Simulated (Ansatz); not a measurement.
Species: C3HO, net charge -1, singlet state. It need not be the lowest isomer of its formula. Whether it binds its extra electron was not tested at this geometry. 
Geometry from a B3LYP-D3(BJ)/def2-TZVP (Ansatz, a quantum-chemistry and plane-wave program) optimisation:
```xyz
5

C      1.6144     1.1350     0.1939
C      0.5289     0.3409     0.1851
C     -0.4991    -0.3267    -0.1548
O     -1.4871    -1.0091    -0.3217
H      2.0316     1.1780     1.2291
```
Charge -1, spin multiplicity 1.

Basis-set convergence of Hartree-Fock and MP2 correlation energies (hartree) with Ansatz. Correlated levels leave the core frozen unless marked. No spin-orbit coupling. Non-relativistic. This anion needs diffuse functions, which these sets lack.

The Hartree-Fock reference is unstable (checked in the largest basis), which strains HF and MP2. 

```json
[
 {"basis": "cc-pVDZ", "functions": "-", "E(HF)": "-188.92436", "E(corr, MP2)": "-0.55360"},
 {"basis": "cc-pVTZ", "functions": "134", "E(HF)": "(withheld)", "E(corr, MP2)": "(withheld)"}
]
```

Task: Some entries are withheld; supply them.

Result: 
- cc-pVTZ, E(HF): -188.98119
- cc-pVTZ, E(corr, MP2): -0.68711
